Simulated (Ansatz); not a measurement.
Molecule: sum formula GeHBr2, net charge 0, doublet state. It need not be the lowest isomer of its formula. 
Structure (B3LYP-D3(BJ)/def2-TZVP (Ansatz, an electronic-structure program) minimum search):
SMILES: [Br][GeH][Br]
```xyz
4

Br     1.9116    -0.3697    -0.1977
Ge    -0.0101     0.7737     0.4788
Br    -1.9020    -0.3986    -0.2317
H     -0.0136     2.1341    -0.2902
```
Charge 0, spin multiplicity 2.

Computed values are from Ansatz. Cores are frozen in the correlated levels unless marked. UHF or UKS for open shells. No spin-orbit coupling. Frozen are the shells of the preceding noble gas and the d and f shells that filled before the atom's block. Non-relativistic. CBS marks a two-point X^-3 extrapolation of the correlation energy; Hartree-Fock from the larger set (for Q and 5 zeta extrapolated as (X+1)exp(-9√X)).

atomisation energy De: 209.7 kcal/mol at CCSD(T)/CBS(cc-pVQZ,cc-pV5Z)
total energy: -7221.5366 Eh at CCSD(T)/CBS(cc-pVQZ,cc-pV5Z)
dipole moment: 1.61 D at CCSD(T)/aug-cc-pVDZ
T1 diagnostic: 0.014 at CCSD/cc-pV5Z
